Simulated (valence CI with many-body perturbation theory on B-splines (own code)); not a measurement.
## E1 transitions of Ir⁴³⁺

Calculated by relativistic CI+MBPT: six valence electrons over a frozen Dirac-Fock core [Ar] 3d10, a basis of 9 s, 9 p, 8 d, 6 f, 3 g, 1 h functions for each j, with the one-electron correlation potential Σ1, the two-electron term Σ2, the three-electron term Σ3, Breit, model QED; selected CI, second order for the rest, scaled by the run's own slope (own B-spline code, finite nucleus).

No measured spectrum was set against this ion. As an estimate, large intervals hold to a few tenths of a per cent, small ones and those within an open d or f shell to about a per cent. Among the levels kept, up to 660 cm⁻¹ of a level comes from second order outside the variational space, and about a tenth of that is noise between levels of different J, which matters for small intervals.

Lines 51 to 100 of 116 in falling wavelength, among levels below 340.67 eV, chosen from the strongest by gf and those to the six lowest levels. Wavelengths and rates use the calculated energies. Electric multipoles are in the length gauge with retardation, E1 and E2 with the static RPA response of the core. Weak lines are less certain than strong ones. Lines between different terms over intervals too small for the method are left out, as are lines whose strength nearly cancels. The highest levels of a list are the least certain.

Levels are named by their leading jj configuration (3d3/2^4 stands for four electrons in 3d with j = 3/2), which in mixed levels can hold well under half, so a name can repeat and another be missing. Letters in brackets count levels of one name in rising energy.

```csv
λ vac (Å),Upper,Lower,A (s⁻¹),S (a.u.)
89.15,(4s^2 4p1/2^2 4d3/2^2) J=2,(4s^2 4p1/2^2 4p3/2 4d5/2) J=2,1.02e+08,1.79e-04
80.16,(4s^2 4p1/2 4p3/2^2 4d3/2) J=1 [a],(4s^2 4p1/2 4p3/2^3) J=2,8.31e+09,6.33e-03
80.11,(4s^2 4p1/2 4p3/2^2 4d3/2) J=2 [a],(4s^2 4p1/2 4p3/2^3) J=2,2.61e+09,3.31e-03
78.51,(4s^2 4p1/2^2 4p3/2 4d3/2) J=1,(4s^2 4p1/2^2 4p3/2^2) J=0,5.39e+09,3.86e-03
78.11,(4s^2 4p1/2 4p3/2^2 4d3/2) J=3 [a],(4s^2 4p1/2 4p3/2^3) J=2,2.11e+09,3.48e-03
77.78,(4s^2 4p1/2 4p3/2^2 4d3/2) J=1 [a],(4s^2 4p1/2 4p3/2^3) J=1,2.71e+09,1.89e-03
77.74,(4s^2 4p1/2 4p3/2^2 4d3/2) J=2 [a],(4s^2 4p1/2 4p3/2^3) J=1,2.60e+08,3.01e-04
77.62,(4s^2 4p1/2 4p3/2^2 4d3/2) J=0,(4s^2 4p1/2 4p3/2^3) J=1,1.69e+10,3.89e-03
76.15,(4s^2 4p1/2^2 4d3/2^2) J=2,(4s^2 4p1/2^2 4p3/2 4d3/2) J=3,8.57e+09,9.34e-03
75.73,(4s^2 4p1/2^2 4d3/2^2) J=2,(4s^2 4p1/2^2 4p3/2 4d3/2) J=1,1.26e+10,1.35e-02
75.56,(4s^2 4p1/2^2 4p3/2 4d3/2) J=2,(4s^2 4p1/2^2 4p3/2^2) J=2,1.15e+10,1.23e-02
74.27,(4s^2 4p1/2^2 4d3/2^2) J=2,(4s^2 4p1/2^2 4p3/2 4d3/2) J=2,1.05e+10,1.07e-02
74.11,(4s^2 4p1/2^2 4p3/2 4d3/2) J=1,(4s^2 4p1/2^2 4p3/2^2) J=2,1.76e+10,1.06e-02
73.71,(4s^2 4p1/2^2 4p3/2 4d3/2) J=3,(4s^2 4p1/2^2 4p3/2^2) J=2,6.04e+08,8.36e-04
73.39,(4s^2 4p1/2 4p3/2^2 4d3/2) J=2 [b],(4s^2 4p1/2 4p3/2^3) J=2,2.17e+09,2.12e-03
71.74,(4s^2 4p1/2^2 4d3/2^2) J=0,(4s^2 4p1/2^2 4p3/2 4d3/2) J=1,4.04e+10,7.36e-03
71.39,(4s^2 4p1/2 4p3/2^2 4d3/2) J=2 [b],(4s^2 4p1/2 4p3/2^3) J=1,5.94e+07,5.33e-05
69.78,(4s^2 4p1/2 4p3/2^2 4d3/2) J=3 [b],(4s^2 4p1/2 4p3/2^3) J=2,1.01e+08,1.19e-04
69.19,(4s^2 4p1/2 4p3/2^2 4d3/2) J=2 [c],(4s^2 4p1/2 4p3/2^3) J=2,1.82e+09,1.49e-03
68.89,(4s^2 4p1/2 4p3/2^2 4d3/2) J=1 [b],(4s^2 4p1/2 4p3/2^3) J=2,6.88e+08,3.33e-04
68.72,(4s^2 4p1/2 4p3/2^2 4d5/2) J=3 [a],(4s^2 4p1/2 4p3/2^3) J=2,1.00e+09,1.13e-03
67.41,(4s^2 4p1/2 4p3/2^2 4d3/2) J=2 [c],(4s^2 4p1/2 4p3/2^3) J=1,2.12e+09,1.60e-03
67.13,(4s^2 4p1/2 4p3/2^2 4d3/2) J=1 [b],(4s^2 4p1/2 4p3/2^3) J=1,3.73e+07,1.67e-05
66.81,(4s^2 4p1/2 4p3/2^2 4d5/2) J=1 [a],(4s^2 4p1/2 4p3/2^3) J=2,2.05e+10,9.03e-03
65.78,(4s^2 4p1/2 4p3/2^2 4d3/2) J=1 [c],(4s^2 4p1/2 4p3/2^3) J=2,8.31e+09,3.50e-03
65.15,(4s^2 4p1/2 4p3/2^2 4d5/2) J=1 [a],(4s^2 4p1/2 4p3/2^3) J=1,1.74e+10,7.14e-03
65.04,(4s^2 4p1/2 4p3/2^2 4d5/2) J=0,(4s^2 4p1/2 4p3/2^3) J=1,2.86e+10,3.89e-03
64.60,(4s^2 4p1/2^2 4p3/2 4d5/2) J=2,(4s^2 4p1/2^2 4p3/2^2) J=2,7.75e+10,5.15e-02
64.17,(4s^2 4p1/2 4p3/2^2 4d3/2) J=1 [c],(4s^2 4p1/2 4p3/2^3) J=1,1.08e+09,4.22e-04
63.27,(4s^2 4p1/2 4p3/2^2 4d5/2) J=2 [a],(4s^2 4p1/2 4p3/2^3) J=2,2.28e+09,1.42e-03
62.25,(4s^2 4p1/2^2 4p3/2 4d5/2) J=1,(4s^2 4p1/2^2 4p3/2^2) J=0,2.32e+11,8.30e-02
62.14,(4s^2 4p1/2 4p3/2^2 4d5/2) J=3 [b],(4s^2 4p1/2 4p3/2^3) J=2,1.21e+09,1.00e-03
61.78,(4s^2 4p1/2 4p3/2^2 4d5/2) J=2 [a],(4s^2 4p1/2 4p3/2^3) J=1,5.41e+09,3.15e-03
60.94,(4s^2 4p1/2 4p3/2^2 4d5/2) J=2 [b],(4s^2 4p1/2 4p3/2^3) J=2,2.22e+11,1.24e-01
60.48,(4s^2 4p1/2^2 4p3/2 4d5/2) J=3,(4s^2 4p1/2^2 4p3/2^2) J=2,5.42e+11,4.14e-01
60.47,(4s^2 4p1/2 4p3/2^2 4d5/2) J=1 [b],(4s^2 4p1/2 4p3/2^3) J=2,1.16e+11,3.81e-02
59.55,(4s^2 4p1/2 4p3/2^2 4d5/2) J=2 [b],(4s^2 4p1/2 4p3/2^3) J=1,3.49e+11,1.82e-01
59.49,(4s^2 4p1/2 4p3/2^2 4d5/2) J=3 [c],(4s^2 4p1/2 4p3/2^3) J=2,7.27e+11,5.29e-01
59.45,(4s^2 4p1/2^2 4p3/2 4d5/2) J=1,(4s^2 4p1/2^2 4p3/2^2) J=2,8.73e+10,2.72e-02
59.11,(4s^2 4p1/2 4p3/2^2 4d5/2) J=1 [b],(4s^2 4p1/2 4p3/2^3) J=1,5.89e+11,1.80e-01
58.79,(4s^2 4p1/2 4p3/2^2 4d5/2) J=2 [c],(4s^2 4p1/2 4p3/2^3) J=2,5.07e+11,2.54e-01
57.50,(4s^2 4p1/2 4p3/2^2 4d5/2) J=2 [c],(4s^2 4p1/2 4p3/2^3) J=1,6.59e+11,3.09e-01
54.69,(4s 4p1/2^2 4p3/2^3) J=2,(4s^2 4p1/2^2 4p3/2^2) J=2,4.91e+11,1.98e-01
54.04,(4s 4p1/2^2 4p3/2^3) J=1,(4s^2 4p1/2^2 4p3/2^2) J=0,3.12e+11,7.29e-02
51.92,(4s 4p1/2^2 4p3/2^3) J=1,(4s^2 4p1/2^2 4p3/2^2) J=2,4.53e+11,9.40e-02
46.88,(4s^2 4p1/2 4p3/2^2 4d3/2) J=1 [a],(4s^2 4p1/2^2 4p3/2^2) J=0,2.22e+10,3.39e-03
45.28,(4s^2 4p1/2 4p3/2^2 4d3/2) J=1 [a],(4s^2 4p1/2^2 4p3/2^2) J=2,3.93e+10,5.41e-03
45.26,(4s^2 4p1/2 4p3/2^2 4d3/2) J=2 [a],(4s^2 4p1/2^2 4p3/2^2) J=2,6.64e+09,1.52e-03
44.62,(4s^2 4p1/2 4p3/2^2 4d3/2) J=3 [a],(4s^2 4p1/2^2 4p3/2^2) J=2,2.00e+10,6.13e-03
43.03,(4s^2 4p1/2 4p3/2^2 4d3/2) J=2 [b],(4s^2 4p1/2^2 4p3/2^2) J=2,1.12e+11,2.21e-02
```
